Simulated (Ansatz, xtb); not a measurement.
Relative energy of two isomers of CH4AuNSi

We compare a, `C=[Si](N)[Au]`, a singlet, with b, `C=N[SiH2][Au]`, a singlet. Both are isolated molecules in the gas phase, relaxed with B3LYP-D3(BJ)/def2-SVP; the shapes shown needn't be the lowest conformers.

a (Å):

```xyz
8

C     1.2045    0.7382   -0.2492
Au   -0.6992   -2.2426   -0.1844
N    -1.6680    0.7829   -1.2069
Si   -0.2830   -0.0218   -0.6054
H     1.4134    1.7757   -0.5281
H     2.0101    0.1815    0.2336
H    -1.7444    1.7943   -1.2370
H    -2.4335    0.3032   -1.6642
```

b (Å):

```xyz
8

C     0.9408    1.5706    0.5693
Au    1.1365   -1.8210    1.9902
N     0.0239    0.8301    0.1198
Si   -0.3365   -0.8476    0.4599
H     1.7061    1.2321    1.3019
H     1.0244    2.6240    0.2420
H    -1.7227   -0.9002    0.9989
H    -0.2713   -1.5829   -0.8324
```

Energies in hartree; the thermal terms are from B3LYP-D3(BJ)/def2-SVP harmonic frequencies (ideal gas, rigid rotor, one conformer each, 298.15 K, 1 atm) and include the zero-point energy:

```
                               a           b
E, CCSD(T)/def2-TZVP  −519.364026  −519.368012
   zero-point energy     0.050496     0.048347
        H(298 K) − E     0.058369     0.055084
        G(298 K) − E     0.017777     0.016538
```

Problem. Work out ΔE, ΔE₀, ΔH and ΔG for a → b in kJ/mol (1 Eh = 2625.50 kJ/mol) and the equilibrium ratio [b]/[a].

Solution. 1. ΔE = −519.368012 − (−519.364026) = −0.003986 Eh = −10.47 kJ/mol.
2. ΔE₀ = ΔE + ΔZPE = −0.003986 + (−0.002149) Eh = −16.11 kJ/mol.
3. ΔH = ΔE + (−0.003285) Eh = −19.09 kJ/mol.
4. ΔG = ΔE + (−0.001239) Eh = −13.72 kJ/mol, so ΔS = (ΔH − ΔG)/T = −18.0 J/(mol K).
5. kT = 0.9442 mEh, so K = [b]/[a] = exp(−ΔG/kT) = exp(+5.53) ≈ 250.

Structure b is favoured at this temperature. An error of 4 kJ/mol in ΔG would change K by a factor of 5. Large T1 diagnostics make the coupled-cluster value less sure. Mirror images and further conformers aren't counted.

As drawn, b has 1 C=N, 2 Si–H in place of 1 C=Si, 2 N–H.

Other levels gave ΔE = −87.8 (GFN2-xTB); −19.0 (r2SCAN-D4/def2-SVP, GFN2-xTB geometries); −31.3 (B3LYP-D3(BJ)/def2-SVP); −30.1 (HF/def2-TZVP); −4.0 (MP2/def2-TZVP) kJ/mol. The correlated steps freeze 7 core orbitals; the last core shell of Au is correlated, in a basis made for valence electrons. Atoms past krypton carry core potentials in the def2 sets, without spin–orbit terms. Programs: Ansatz 0.2.0, xtb 6.7.1.
